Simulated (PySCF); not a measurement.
## Two-component Hartree-Fock for Ti²⁰⁺ (titanium, charge +20)

Start: 1s2. Calculated with PySCF 2.14 in an uncontracted even-tempered set (15 s from 20 bohr⁻², ratio 2.4; 9 p from 27 bohr⁻², ratio 2.4; 3 d from 85 bohr⁻², ratio 2.6; 3 f from 130 bohr⁻², ratio 2.6): generalised Hartree-Fock with the X2C-1e Hamiltonian and a Gaussian nucleus; one run each with spin-orbit coupling (SO) switched off, then screened by Boettger's factors.

```tsv
spinor shell	electrons	ε, spin-free (eV)	ε, screened SO (eV)	weight of nominal j (screened SO)	rms radius, screened SO (bohr)
1s1/2	2	-6253.2	-6253.2	1.000	0.0794
```

```tsv
quantity	spin-free	screened SO
E (hartree)	-473.32048	-473.32048
M_J	0	0
⟨J²⟩	0.000	0.000
⟨L²⟩	0.000	0.000
⟨S²⟩	0.000	0.000
```

Without spin-orbit coupling the j labels of p, d and f shells carry no meaning; the spin-free column gives the mean over the occupied spinors of each nl shell.
